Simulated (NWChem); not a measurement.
# C$_{2}$H$_{3}$Cl$_{2}$F; SMILES CC(Cl)(F)Cl

Task: Give the equilibrium geometry at PBE0/def2-SVP (NWChem) as a Z-matrix, with the point group.

Result: point group Cs; any orientation.
```
C
F 1 1.3416
C 1 1.5049 2 110.20
H 3 1.0965 1 110.40 2 180.00
H 3 1.0990 4 109.55 1 119.89
H 3 1.0990 4 109.55 5 120.22
Cl 1 1.7841 2 107.80 3 -121.09
Cl 1 1.7841 2 107.80 3 121.09
```
